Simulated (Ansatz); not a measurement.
Molecule (SMILES): N[BH] (BH-NH2), doublet.
Atoms: B1, N2, H3, H4, H5. Bonds: B1-N2, B1-H3, N2-H4, N2-H5.

Basis-set convergence of the optimised B1-H3 bond length at MP2 with Ansatz (a program for electronic structure). The reference of a correlated method is not its basis-set limit, which lies further on. All functions are spherical. Cores are frozen. Open shells are unrestricted. No added dispersion term, no relativity. Reference: the value in def2-QZVPP, 1.1871 Å, itself unsure by roughly 0.0002 Å (its distance from cc-pVQZ). Deviations are taken from unrounded values.

| basis | functions | optimised B1-H3 bond length (Å) |
|---|---|---|
| cc-pVDZ | 43 | 1.2059 |
| aug-cc-pVDZ | 73 | 1.2026 |
| 6-311G** | 54 | 1.1921 |
| 6-311+G** | 62 | 1.1913 |
| cc-pVTZ | 102 | 1.1888 |
| aug-cc-pVTZ | 161 | 1.1890 |
| def2-TZVPP | 104 | 1.1884 |
| def2-TZVPPD | 125 | 1.1884 |

What the diffuse functions change, pair by pair:
- cc-pVDZ to aug-cc-pVDZ: 30 more functions, deviation 0.0189 to 0.0155 Å
- 6-311G** to 6-311+G**: 8 more functions, deviation 0.0051 to 0.0042 Å
- cc-pVTZ to aug-cc-pVTZ: 59 more functions, deviation 0.0018 to 0.0020 Å
- def2-TZVPP to def2-TZVPPD: 21 more functions, deviation 0.0014 to 0.0014 Å

They bring the value nearer the reference by more than 0.0002 Å in 2 of 4 pairs.
